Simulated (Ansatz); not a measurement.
Consider the ligand exchange at the Si–F bond: `F[SiH2][AlH2]` + CH₃NH₂ → `CN[SiH2][AlH2]` + H–F.

Gas-phase electronic energies from Ansatz, PBE0-D4/def2-TZVP geometries. CBS: MP2 limit from def2 TZ/QZ plus the TZ coupled-cluster correction, frozen cores. This one scheme is used for every species. DFT in def2-TZVPP. B3LYP here is the variant with VWN-RPA as its local correlation; programs differ in this. Each species was taken in one conformer, which may not be the lowest.

`F[SiH2][AlH2]`:

Z-matrix (Å, degrees):
```
Si
Al 1 2.468
F 1 1.613 2 111.5
H 1 1.492 2 112.3 3 -120.0
H 1 1.492 2 112.2 3 120.0
H 2 1.589 1 118.2 3 179.8
H 2 1.587 1 121.9 3 -0.2
```

CH₃NH₂:

Cartesian coordinates in Å:
```
C -0.459 -0.302 0.145
N 0.510 0.611 -0.437
H -0.071 -0.960 0.936
H -0.876 -0.936 -0.641
H -1.289 0.271 0.565
H 1.283 0.100 -0.842
H 0.901 1.216 0.274
```

`CN[SiH2][AlH2]`:

Z-matrix (Å, degrees):
```
C
N 1 1.447
H 1 1.093 2 110.7
H 1 1.094 2 109.5 3 -117.5
H 1 1.100 2 114.1 3 122.0
Si 2 1.733 1 120.9 3 164.0
H 2 1.008 1 113.1 3 -51.1
Al 6 2.477 2 116.8 1 56.8
H 6 1.494 2 106.2 1 178.9
H 6 1.496 2 107.9 1 -66.2
H 8 1.595 6 121.5 2 6.4
H 8 1.594 6 121.2 2 -174.6
```

H–F:

Z-matrix (Å, degrees):
```
F
H 1 0.920
```

CCSD(T)/CBS gives +0.85 eV.

Another level gave +0.90 eV. Which?
A. PBE-D4/def2-TZVPP
B. B3LYP-D4/def2-TZVPP
C. CCSD(T)/def2-TZVPP
D. B3LYP/def2-TZVPP

B. B3LYP-D4 0.90, CCSD(T)/def2-TZVPP 0.86, PBE-D4 0.81, B3LYP 1.01 eV.

Largest T1 diagnostic among the species: 0.012.

The D4 term adds −0.11 eV with B3LYP and −0.06 eV with PBE0; it sums over pairs of atoms, weighted by their polarisabilities, and B3LYP, whose exchange is more repulsive, gets the larger term. In def2-TZVPP, CCSD(T) changes the Hartree–Fock value by −0.25 eV (the triples alone add −0.04 eV) and MP2 by −0.28 eV.
